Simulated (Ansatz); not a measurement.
Cl₂H₄O₂Si₂, SMILES `O[Si](Cl)(Cl)O[SiH3]`. Charge 0, multiplicity 1. All single points use the PBE0-D4/def2-TZVP geometry. It is one conformer, not always the lowest.

```xyz
10

O    -2.312    0.476    0.640
Si   -1.118    0.116   -0.388
Cl   -1.479   -1.654   -1.334
Cl   -0.940    1.545   -1.831
O     0.225    0.023    0.471
Si    1.852   -0.216    0.520
H    -3.201    0.565    0.293
H     2.283   -0.042    1.926
H     2.526    0.777   -0.352
H     2.163   -1.590    0.054
```

Task: What is the dipole moment at r2SCAN/def2-TZVPP? (An estimate is asked.)

Result: The calculation gave: 0.49 D, with components (-0.40, 0.11, 0.26) D in this frame, pointing from negative to positive charge.

Task: And with PBE, B3LYP, ωB97M-V? (Best estimate.)

Result: The calculation gave: PBE 0.47 D, B3LYP 0.41 D, ωB97M-V 0.43 D.

Task: Give the Mulliken charges with r2SCAN, ωB97M-V, B3LYP in def2-TZVPP. (Estimate.)

Result: The calculation gave: 
| atom | r2SCAN | ωB97M-V | B3LYP |
| --- | --- | --- | --- |
| O1 | -0.37 | -0.34 | -0.35 |
| Si2 | 0.77 | 0.66 | 0.73 |
| Cl3 | -0.23 | -0.19 | -0.23 |
| Cl4 | -0.23 | -0.19 | -0.23 |
| O5 | -0.38 | -0.35 | -0.34 |
| Si6 | 0.42 | 0.29 | 0.39 |
| H7 | 0.21 | 0.19 | 0.19 |
| H8 | -0.06 | -0.02 | -0.06 |
| H9 | -0.06 | -0.02 | -0.06 |
| H10 | -0.06 | -0.02 | -0.06 |

B3LYP here is the variant with VWN-RPA as its local correlation; programs differ in this.

Results of the Gaussian-basis code of Ansatz.
